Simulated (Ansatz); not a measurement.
Species: C5H7NSi, charge 0, multiplicity 1. SMILES: [SiH3]c1ccncc1
Geometry from a B3LYP-D3(BJ)/def2-TZVP (Ansatz, a program for electronic structure) optimisation:
```xyz
14

Si     2.3272    -0.1405     0.0576
C      0.4550    -0.0234     0.0252
C     -0.1995     1.1549    -0.3397
C     -1.5883     1.1855    -0.3748
N     -2.3544     0.1377    -0.0733
C     -1.7359    -0.9888     0.2789
C     -0.3537    -1.1165     0.3431
H      2.8419    -0.5555    -1.2690
H      2.7405    -1.1456     1.0633
H      2.8986     1.1832     0.3951
H      0.3579     2.0490    -0.5917
H     -2.1086     2.0952    -0.6558
H     -2.3752    -1.8305     0.5244
H      0.0789    -2.0629     0.6442
```
Charge 0, spin multiplicity 1.

Atomisation energy built up term by term with Ansatz (kcal/mol; UHF references for open shells; valence terms freeze the core; atomic spin-orbit terms are left out). CBS(X,Y): correlation extrapolated as X^-3; Hartree-Fock from the larger set.

The Hartree-Fock reference is unstable (checked in the largest basis), which strains HF and MP2. 

```json
[
 {"term": "Hartree-Fock", "basis": "cc-pV(Q+d)Z", "kcal/mol": "…"},
 {"term": "CCSD correlation", "basis": "CBS(cc-pV(T+d)Z,cc-pV(Q+d)Z)", "kcal/mol": "360.22"},
 {"term": "(T)", "basis": "CBS(cc-pV(T+d)Z,cc-pV(Q+d)Z)", "kcal/mol": "…"},
 {"term": "core correlation", "basis": "cc-pwCVTZ", "kcal/mol": "6.19"},
 {"term": "scalar relativity (X2C)", "basis": "cc-pVTZ-DK against cc-pVTZ", "kcal/mol": "-1.68"},
 {"term": "sum: De", "basis": "", "kcal/mol": "…"}
]
```

Problem. Complete the blanks.

Solution. 
- Hartree-Fock, kcal/mol: 1052.68
- (T), kcal/mol: 30.82
- sum: De, kcal/mol: 1448.2
